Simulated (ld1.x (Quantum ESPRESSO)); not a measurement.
# beryllium: one change to a PAW potential, before and after

| Quantity | Value |
| --- | --- |
| Element | beryllium |
| Generator | ld1.x (Quantum ESPRESSO) 7.5 |
| Type | PAW |
| Functional | PBE |
| Relativity | non-relativistic |
| Frozen core | none |
| Valence charge | 4 |
| Reference configuration | 1s2 2s2 2p0 |
| Partial waves | 1s (bound): rcut 0.65, rcutus 0.75 bohr; 2s (bound): rcut 0.65, rcutus 0.75 bohr; 2p (bound, empty): rcut 2.00, rcutus 2.75 bohr; 2p channel at 0.35 Ry: rcut 2.00, rcutus 2.75 bohr |
| Local potential | all-electron potential smoothed inside 0.70 bohr (lloc = -1) |
| Core correction | none |
| Augmentation charge | GAUSS, radius 0.55 bohr |

Change: all radii scaled by about 1.34 (s 1.00, p 3.68 bohr, rcut 0.88/2.68); local potential all-electron potential smoothed inside 0.94 bohr (lloc = -1); augmentation GAUSS, radius 0.74 bohr.

Cutoffs: the cutoffs (Ry, on a coarse ladder) from which the occupation-weighted sum of valence levels, in a spherical-Bessel basis at the reference potential, stays within 10 and 1 mRy of its value at 400 Ry; they do not see the model core or the augmentation charge, which bear on the density cutoff. Errors are all-electron minus pseudo energies relative to the spin-unpolarised reference configuration.

Question: What does the change do?

Answer: The potential gets softer (140 Ry and 180 Ry → 90 Ry and 140 Ry); the number of tests with a reliable result goes from 7 to 0 (the test run of the changed file stopped, so its transferability is not established); neither file shows a bound ghost. A larger radius leaves more room for a smooth pseudo-wave, so fewer plane waves are needed.

```
                            quantity            base                        changed
                       cutoff, loose          140 Ry                          90 Ry
                       cutoff, tight          180 Ry                         140 Ry
                        bound ghosts            none                           none
        tests with a reliable result          7 of 7  0 of 7 (the test run stopped)
lowest overlap eigenvalue by channel  s 0.30, p 0.93                 s 0.14, p 0.13
```
